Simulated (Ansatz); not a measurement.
Br₂Zn, SMILES `[Br][Zn][Br]`, relaxed with RKS PBE-D4/def2-SVP in Ansatz from a rough embedded geometry. The force threshold is 0.03 eV/Å; the program also tests the step.

The species carries charge 0 and has multiplicity 1.

Start:

```xyz
3

Br   -0.843   -1.111    1.877
Zn    0.156   -0.278   -0.035
Br    0.687    1.388   -1.842
```

```csv
step,energy (eV),largest force (eV/Å),largest move (Å)
1,-188462.7237,1.940,0.000
2,-188463.1457,0.390,0.197
3,-188463.1745,0.134,0.087
4,-188463.1837,0.008,0.086
```

End:

```xyz
3

Br   -0.728   -1.174    1.760
Zn    0.003   -0.004   -0.002
Br    0.724    1.179   -1.758
```

Hardware: 2 threads of a server CPU on a shared host. Wall time 6 s, peak host memory 0.16 GiB.
